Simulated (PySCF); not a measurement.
C2H8O2Si. Atoms are numbered in the order given.

```xyz
13

Si     0.5008     0.1954     0.2789
O      0.4687     1.2902    -0.9780
O      1.8332    -0.7995     0.2288
C     -0.9820    -0.9055     0.0824
C     -2.3109    -0.1562     0.0490
H      0.5108     0.9732     1.5621
H      0.9022     2.1360    -0.8420
H      2.6903    -0.4081     0.4151
H     -0.8287    -1.4754    -0.8509
H     -0.9630    -1.6525     0.8944
H     -3.1623    -0.8384    -0.0996
H     -2.3259     0.5824    -0.7670
H     -2.4917     0.3914     0.9882
```
Charge 0, spin multiplicity 1.

Coordinates come from a PBE0-D3(BJ)/def2-SVP optimisation. One conformer was computed; it need not be the lowest.

Calculation: PySCF with PBE0-D3(BJ)/def2-SVP.

Frequencies are harmonic and unscaled.

Computed normal modes with their intensities:
```csv
mode,ν (cm⁻¹),IR (km/mol),Raman (Å⁴/amu),depolarisation,moving atoms (share of kinetic energy)
1,55,13.6,0.6,0.73,"H 37 %, O 32 %, C 27 %"
2,83,36.8,1.1,0.74,"H 78 %, C 11 %, O 11 %"
3,150,10.1,0.3,0.69,"H 37 %, O 28 %, C 27 %, Si 8 %"
4,194,3.7,0.1,0.26,H 82 %
5,258,85.5,4.4,0.74,"H 83 %, O 9 %"
6,283,46.1,0.3,0.72,"O 41 %, H 35 %, C 18 %"
7,327,27.2,0.8,0.46,"H 40 %, C 25 %, O 20 %, Si 15 %"
8,372,35.9,1.1,0.62,"O 49 %, Si 26 %, H 13 %, C 11 %"
9,643,32.1,4.2,0.68,"H 81 %, C 15 %"
10,678,38.4,10.2,0.05,"C 39 %, H 37 %, Si 21 %"
11,754,252.5,5.1,0.70,H 90 %
12,766,101.7,5.1,0.74,"H 86 %, C 10 %"
13,819,109.4,4.6,0.11,"O 63 %, H 19 %, Si 18 %"
14,871,17.3,8.8,0.75,"H 60 %, O 33 %"
15,928,144.1,1.2,0.72,"H 62 %, Si 24 %, O 12 %"
16,947,102.8,4.9,0.68,"H 53 %, Si 24 %, O 19 %"
17,981,33.6,3.1,0.71,"H 80 %, C 16 %"
18,988,98.3,1.8,0.63,"H 63 %, Si 20 %, C 11 %"
19,1065,21.2,3.8,0.34,"C 68 %, H 32 %"
20,1243,2.7,3.7,0.75,"H 79 %, C 21 %"
21,1271,16.0,1.5,0.11,"H 55 %, C 43 %"
22,1391,1.7,3.2,0.74,"H 81 %, C 19 %"
23,1424,5.9,11.3,0.75,"H 90 %, C 10 %"
24,1475,7.1,17.6,0.75,H 97 %
25,1478,7.4,13.0,0.75,H 96 %
26,2192,181.7,111.0,0.19,H 97 %
27,3051,31.1,121.2,0.01,H 97 %
28,3062,7.7,118.7,0.10,H 94 %
29,3115,2.1,109.5,0.74,"H 91 %, C 9 %"
30,3138,21.8,71.7,0.66,"H 91 %, C 9 %"
31,3152,15.5,46.2,0.73,"H 91 %, C 9 %"
32,3946,75.3,112.0,0.37,H 94 %
33,3952,112.5,119.0,0.21,H 94 %
```
